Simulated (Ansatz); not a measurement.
Correlation energies of C2H7NOSi, SMILES `CN([SiH3])C=O` by basis set

```tsv
atom	x (Å)	y (Å)	z (Å)
C1	-0.090	0.391	-1.388
N2	-0.219	-0.066	-0.012
Si3	1.155	0.049	1.059
C4	-1.427	-0.573	0.384
O5	-2.406	-0.676	-0.313
H6	-1.045	0.244	-1.891
H7	0.172	1.452	-1.422
H8	0.683	-0.175	-1.915
H9	1.582	1.467	1.172
H10	2.286	-0.741	0.509
H11	0.730	-0.481	2.376
H12	-1.422	-0.891	1.442
```

The species carries charge 0 and has multiplicity 1. The geometry is a stationary point of PBE0-D4/def2-TZVP. It is one conformer, not always the lowest. Frozen core, restricted reference, the Gaussian-basis code of Ansatz. CBS rows extrapolate triple and quadruple zeta; past MP2 they add the triple-zeta difference.

| basis | HF (Eh) | MP2 corr. |
| --- | --- | --- |
| def2-SVP | -497.82877 | -0.72167 |
| def2-TZVPP | -498.17564 | -0.89787 |
| def2-QZVPP | -498.19464 | -0.96144 |

Estimate the CCSD correlation energy and the (T) correction in each basis where they were run (hartree).


```
     basis  CCSD corr.       (T)
  def2-SVP    -0.77097  -0.02412
def2-TZVPP    -0.93647  -0.03900
 CBS(def2)    -1.04712     as TZ
```
